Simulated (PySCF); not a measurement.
**How methods differ on the ionisation energy of Se¹⁹⁺**

Se¹⁹⁺ [Ne] 3s2 3p3 (4S) → Se²⁰⁺ [Ne] 3s2 3p2 (3P), as a difference of total energies. Calculation: PySCF 2.14, in an uncontracted even-tempered set (17 s from 1.9 bohr⁻², ratio 2.5; 11 p from 2.4 bohr⁻², ratio 2.5; 5 d from 11 bohr⁻², ratio 2.7; 4 f from 17 bohr⁻², ratio 2.7); no relativity, point nucleus. Correlated levels: outer shells: 1s2 frozen; virtual orbitals above 40 to 60 times the deepest correlated orbital energy dropped. The calculations carry no spin-orbit coupling.

```tsv
method	ionisation energy (eV)
UHF	791.74
LDA	792.54
PBE	792.62
PBE0	792.74
r2SCAN	793.21
TPSSh	792.75
B2PLYP	792.57
MP2 (outer shells)	792.29
SCS-MP2 (outer shells)	792.03
```

**Question.** How much does correlation contribute at MP2 (outer shells)?

**Answer.** 792.29 − (791.74) = 0.55 eV, measured against UHF.

Spin-orbit coupling is strong in these open shells (close to jj coupling). The scalar numbers leave it out and a first-order estimate fails, so it can dominate the gap to the real levels.

All relativistic terms are absent from these numbers, so their closeness to the reference says little about the methods.

For comparison: 798 ± 3 eV (semi-empirical (NIST evaluation); NIST Atomic Spectra Database, ionization energies).
